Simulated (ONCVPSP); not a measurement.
Which change was made? (F, ONCV)

```json
{
 "Element": "F (Z = 9)",
 "Generator": "ONCVPSP 4.0.1",
 "Type": "optimised norm-conserving Vanderbilt (ONCV)",
 "Functional": "PBEsol",
 "Relativity": "scalar-relativistic",
 "Frozen core": "[He]",
 "Valence charge": "7",
 "Reference configuration": "2s2 2p5",
 "Partial waves": "2s: rc 0.75 bohr, ncon 5, nbas 10, qcut 7 1/bohr, 3 projectors, debl 0.4 Ha; 2p: rc 1.15 bohr, ncon 5, nbas 9, qcut 13.9 1/bohr, 2 projectors, debl 1.4 Ha; d scattering state at 0.13 Ha: rc 1.15 bohr, ncon 4, nbas 7, qcut 9.8 1/bohr, 2 projectors, debl 3 Ha",
 "Local potential": "polynomial inside 0.60 bohr (lpopt 5, dvloc0 2 Ha)",
 "Core correction": "Teter function fitted to the true core (icmod 2), fcfact 0.65"
}
```

In the s channel the program set the typed energies aside and used -1.092, 0.250, 0.650 Ha.

Cutoffs, loose and tight: the cutoffs (Ha) at which the residual kinetic energy of the hardest occupied pseudo-wave falls to 1 and 0.1 mHa per electron. They do not see the model core or the augmentation charge, which bear on the density cutoff. Test errors are all-electron minus pseudo excitation energies from the reference, over the configurations 2s2 2p4; 2s2 2p3; 2s2 2p2; 2s1 2p5; variants that change the core or the reference have their own tests.

The base gives: outcome: generated, projector energies reset by the program; cutoff, loose: 421 Ha; cutoff, tight: 520 Ha; bound ghosts: s; GHOST(+) flags above zero: s; largest test error (meV): +215.

(1) After one change the result is: outcome: generated, projector energies reset by the program; cutoff, loose: 421 Ha; cutoff, tight: 520 Ha; bound ghosts: s; GHOST(+) flags above zero: s; largest test error (meV): +154. Which change was it?
A. p: rc 1.52
B. p: rc 1.04
C. p: rc 0.76
D. p: rc 0.9
E. p: rc 1.34

Answers

(1) B. The others give: p: rc 0.9 → outcome: generated, projector energies reset by the program; cutoff, loose: 421 Ha; cutoff, tight: 520 Ha; bound ghosts: s; GHOST(+) flags above zero: s; largest test error (meV): +93 | p: rc 0.76 → outcome: generated, projector energies reset by the program; cutoff, loose: 421 Ha; cutoff, tight: 520 Ha; bound ghosts: s; GHOST(+) flags above zero: s; largest test error (meV): +54 | p: rc 1.52 → outcome: generated, projector energies reset by the program; cutoff, loose: 421 Ha; cutoff, tight: 520 Ha; bound ghosts: s; GHOST(+) flags above zero: s; largest test error (meV): +631 | p: rc 1.34 → outcome: generated, projector energies reset by the program; cutoff, loose: 421 Ha; cutoff, tight: 520 Ha; bound ghosts: s; GHOST(+) flags above zero: s; largest test error (meV): +384.
